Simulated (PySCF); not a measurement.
# Running PySCF for MgI

Input:

```python
from pyscf import gto, dft

mol = gto.M(
    atom='Mg 0 0 0; I 0 0 2.478',
    basis='lanl2dz',
    ecp={'Mg': 'lanl2dz', 'I': 'lanl2dz'},
    charge=0,
    spin=1,
    symmetry=True,
    verbose=3,
)
mf = dft.ROKS(mol, xc='o3lyp')
mf.kernel()
mf.mulliken_pop()
mf.dip_moment()
print('orbital energies (hartree):', mf.mo_energy[..., max(0, mol.nelec[1]-3):mol.nelec[0]+3].round(4))
```

```bash
$ OMP_NUM_THREADS=1 python input.py
```

Output:

```
converged SCF energy = -12.2567645560451
 ** Mulliken pop  **
pop of  0 Mg 3s           0.65211
pop of  0 Mg 4s           0.42217
pop of  0 Mg 3px          0.06620
pop of  0 Mg 3py          0.06620
pop of  0 Mg 3pz          0.33541
pop of  0 Mg 4px          0.03471
pop of  0 Mg 4py          0.03471
pop of  0 Mg 4pz          0.02082
pop of  1 I 5s            0.73677
pop of  1 I 6s            1.25794
pop of  1 I 5px           0.97900
pop of  1 I 5py           0.97900
pop of  1 I 5pz           0.90543
pop of  1 I 6px           0.92009
pop of  1 I 6py           0.92009
pop of  1 I 6pz           0.66936
 ** Mulliken atomic charges  **
charge of    0Mg =      0.36769
charge of    1I =     -0.36769
Dipole moment(X, Y, Z, Debye):  0.00000,  0.00000, -3.12606
orbital energies (hartree): [-0.3049 -0.2519 -0.2519 -0.15   -0.0478 -0.0478  0.0119]
```

In short: E(SCF) = -12.256765 Eh, μz(SCF) = -3.13 D.

It ran on Arm Neoverse V2 (1 thread, shared host) in 0.98 s, peak memory 0.14 GiB.

The bond length is a typed value, not an optimised one. No search for the lowest solution was made.
